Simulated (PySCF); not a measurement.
CH6Cl2Si2. Atoms are numbered in the order given.

```xyz
11

Si     1.0609     0.4802     0.2271
Cl     3.0708     0.2490    -0.2410
C      0.0738    -0.8147    -0.7029
Si    -1.6497    -1.0900    -0.0361
Cl    -2.4998     0.7638     0.3706
H      0.6595     1.8543    -0.1707
H      0.9171     0.2942     1.6979
H      0.6176    -1.7744    -0.6483
H      0.0251    -0.5254    -1.7659
H     -1.6005    -1.8506     1.2433
H     -2.5268    -1.7903    -1.0147
```

The structure is a stationary point at PBE0-D3(BJ)/def2-SVP. The values are those of a single conformer.

The numbers are results of PBE/def2-TZVP in PySCF, not measurements.

ESP charges are fitted to the potential on shells at 1.4 to 2.0 van der Waals radii. Atomic charges (e):

| atom | Löwdin | Mulliken | ESP fit |
|---|---|---|---|
| Si1 | -0.06 | 0.29 | 0.14 |
| Cl2 | 0.20 | -0.23 | -0.14 |
| C3 | -0.53 | -0.37 | -0.35 |
| Si4 | -0.05 | 0.29 | 0.21 |
| Cl5 | 0.22 | -0.23 | -0.13 |
| H6 | -0.03 | 0.00 | 0.00 |
| H7 | -0.03 | -0.01 | 0.00 |
| H8 | 0.16 | 0.14 | 0.16 |
| H9 | 0.16 | 0.15 | 0.16 |
| H10 | -0.03 | -0.01 | -0.02 |
| H11 | -0.03 | -0.01 | -0.03 |

Task: Give the Mayer and Wiberg (Löwdin basis) orders of the bonds. (Estimate from the structure and the level; the computed values follow.)

Result: 
```tsv
bond	Mayer	Wiberg
Si1–Cl2	1.15	1.82
Si1–C3	0.98	1.21
C3–Si4	1.01	1.22
Si4–Cl5	1.15	1.80
Si1–H6	0.93	0.93
Si1–H7	0.93	0.93
C3–H8	0.90	0.82
C3–H9	0.91	0.83
Si4–H10	0.93	0.93
Si4–H11	0.93	0.93
```
